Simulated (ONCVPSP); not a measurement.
## Ce (Z = 58): variants of one ONCV potential

Base potential:

```json
{
  "Element": "cerium (Ce)",
  "Generator": "ONCVPSP 4.0.1",
  "Type": "optimised norm-conserving Vanderbilt (ONCV)",
  "Functional": "PBE",
  "Relativity": "scalar-relativistic",
  "Frozen core": "[Kr] 4d10",
  "Valence charge": "12",
  "Reference configuration": "4f1 5s2 5p6 5d1 6s2",
  "Partial waves": "5s+6s: rc 2.15 bohr, ncon 3, nbas 7, qcut 5.9 1/bohr, 2 projectors; 5p: rc 2.85 bohr, ncon 4, nbas 7, qcut 5.8 1/bohr, 2 projectors, debl 1.2 Ha; 5d: rc 4.00 bohr, ncon 4, nbas 8, qcut 3.6 1/bohr, 3 projectors, debl 2.8 Ha; 4f: rc 1.15 bohr, ncon 5, nbas 9, qcut 16 1/bohr, 2 projectors, debl 1.2 Ha",
  "Local potential": "polynomial inside 0.85 bohr (lpopt 5, dvloc0 1 Ha)",
  "Core correction": "Teter function, fcfact 5.25, rcfact 1.8"
}
```

All-electron outer shells of the reference configuration (PBE, scalar-relativistic, ld1.x):

| shell | level (eV) | outermost node (bohr) | outermost maximum (bohr) |
| --- | --- | --- | --- |
| 4d | -110.49 | 0.31 | 0.66 |
| 5s | -40.59 | 0.75 | 1.37 |
| 5p | -23.22 | 0.81 | 1.55 |
| 4f | -5.38 | – | 0.71 |
| 6s | -3.74 | 1.82 | 3.72 |
| 5d | -3.06 | 0.92 | 2.15 |

Cutoffs, loose and tight: the cutoffs (Ha) at which the residual kinetic energy of the hardest occupied pseudo-wave falls to 1 and 0.1 mHa per electron. They do not see the model core or the augmentation charge, which bear on the density cutoff. Test errors are all-electron minus pseudo excitation energies from the reference, over the configurations 4f1 5s2 5p6 5d1 6s1; 4f1 5s2 5p6 5d1 6s0; 4f1 5s2 5p6 5d0 6s0; 4f1 5s2 5p6 5d1.5 6s1.5. A dash means not determined; rows that change the core or the reference have their own tests.

A true bound ghost makes a file unfit for plane-wave use even where its test errors are small: the radial tests pick states by their node count and pass the ghost by.

| change | outcome | cutoff, loose | cutoff, tight | bound ghosts | GHOST(+) flags above zero | largest test error (meV) |
| --- | --- | --- | --- | --- | --- | --- |
| base | generated | 104 Ha | 115 Ha | s, p, d | d | -133 |
| core [Xe] 4f1, valence charge 3; reference 5d1 6s1.75 6p0.25; waves now 6s: rc 2.85 bohr, ncon 4, nbas 8, qcut 2.4 1/bohr, 1 projector; 6p: rc 3.90 bohr, ncon 3, nbas 7, qcut 2.3 1/bohr, 2 projectors, debl 3.5 Ha; 5d: rc 3.85 bohr, ncon 4, nbas 8, qcut 4.3 1/bohr, 2 projectors, debl 1.1 Ha; local potential polynomial inside 2.45 bohr (lpopt 5, dvloc0 0 Ha) | failed: optimize: ERROR ps0norm > uunorm, code will stop | – | – | – | – | – |
| core correction Teter function fitted to the true core (icmod 2), fcfact 0.7 | generated | 104 Ha | 115 Ha | s, p, d | d | -101 |
| local potential polynomial inside 1.15 bohr (lpopt 5, dvloc0 3 Ha) | generated | 104 Ha | 115 Ha | s | p, d | -132 |
| core correction Teter function, fcfact 5.25, rcfact 1.88 | generated | 104 Ha | 115 Ha | s, p, d | d | -158 |
| core correction Teter function, fcfact 2.3, rcfact 1.8 | generated | 104 Ha | 115 Ha | s, p, d | d | -116 |

(1) What comes out with this change to the base: local potential polynomial inside 0.85 bohr (lpopt 5, dvloc0 3.5 Ha)?

Results:

(1) outcome: generated; cutoff, loose: 104 Ha; cutoff, tight: 115 Ha; bound ghosts: s, p; GHOST(+) flags above zero: d; largest test error (meV): -130.
